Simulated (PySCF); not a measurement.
Input for PySCF: R-HF/3-21G on CH6Si (SMILES C[SiH3]), a point of a torsion scan.

```python
from pyscf import gto, scf, dft, mp
from pyscf.data.elements import chemcore

mol = gto.M(
    atom='''
    C    -0.98035059   -0.07816634    0.00687406
    Si    0.90894339    0.07185663   -0.02001141
    H    -1.41317331    0.52615372    0.79948717
    H    -1.29252550   -1.10602083    0.17031569
    H    -1.41595734    0.25163940   -0.93234719
    H     1.45485674   -0.38173427    1.26136754
    H     1.28654606    1.46957842   -0.24218166
    H     1.45121810   -0.75574637   -1.10009486
    ''',
    basis='3-21g',
    charge=0, spin=0, verbose=3, max_memory=1800)
mf = scf.RHF(mol)
mf.conv_tol = 1e-8
mf.max_cycle = 100
mf.kernel()
if not mf.converged:
    mf = mf.newton().run(mf.mo_coeff, mf.mo_occ)
```

Question: What total energy does the run end on?

Answer: -328.5251 hartree.
